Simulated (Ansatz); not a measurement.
Mulliken charges of C$_{2}$H$_{4}$FGeNO, SMILES `[OH][GeH]1[NH]C=[C]1F` from PBE/def2-TZVPP in Ansatz (PBE0-D4/def2-TZVP geometry).

```csv
atom,x (Å),y (Å),z (Å),charge (e)
O1,-1.743,-1.526,-0.118,-0.365
Ge2,-0.268,-0.646,-0.523,0.404
N3,0.862,-0.266,0.959,-0.307
C4,0.679,1.125,0.702,0.011
C5,-0.236,1.268,-0.267,0.037
F6,-0.844,2.373,-0.682,-0.152
H7,-1.808,-2.371,-0.569,0.179
H8,0.414,-1.336,-1.719,-0.031
H9,1.834,-0.559,0.938,0.133
H10,1.192,1.887,1.282,0.090
```

**Question.** By hand: the dipole of these point charges (1 e Å = 4.8032 D).

**Answer.** Σ q r = (0.405, -0.211, -0.170) e Å, of length 0.487 e Å = 2.34 D.

**Question.** How does the dipole of the full density compare? (An estimate is asked.)

**Answer.** Ansatz gave: (0.384, -0.382, -0.247) e Å, 2.86 D; the point charges give 0.82 times that, at 17° from its direction.

Point charges leave out the atoms' own dipoles, such as those of lone pairs, and Mulliken's split depends on the basis, so the two needn't agree.
